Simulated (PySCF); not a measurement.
A calculated (UHF, PySCF 2.14, dyall-ae2z, scalar relativity by spin-free X2C-1e) atom or ion has these occupied shells.

| shell | electrons | orbital energy (eV) | rms radius, mean of both spins (bohr) |
| --- | --- | --- | --- |
| 1s α | 1 | -24507.8 | 0.0365 |
| 1s β | 1 | -24507.8 | 0.0365 |
| 2s α | 1 | -3690.9 | 0.150 |
| 2s β | 1 | -3689.8 | 0.150 |
| 2p α | 3 | -3307.0 | 0.133 |
| 2p β | 3 | -3305.9 | 0.133 |
| 3s α | 1 | -728.71 | 0.403 |
| 3s β | 1 | -728.16 | 0.403 |
| 3p α | 3 | -599.13 | 0.406 |
| 3p β | 3 | -598.43 | 0.406 |
| 3d α | 5 | -393.35 | 0.389 |
| 3d β | 5 | -391.84 | 0.389 |
| 4s α | 1 | -139.92 | 1.00 |
| 4s β | 1 | -133.95 | 1.00 |
| 4p α | 3 | -100.56 | 1.10 |
| 4p β | 3 | -93.067 | 1.10 |
| 4d α | 5 | -41.579 | 1.42 |
| 4d β | 2 | -38.654 | 1.42 |
| 5p α | 1 | -18.824 | 3.32 |

Q: Name the element and its charge.

A: Pd²⁺ (palladium, charge +2), in [Kr] 4d7 5p1, one real determinant (an excited configuration).
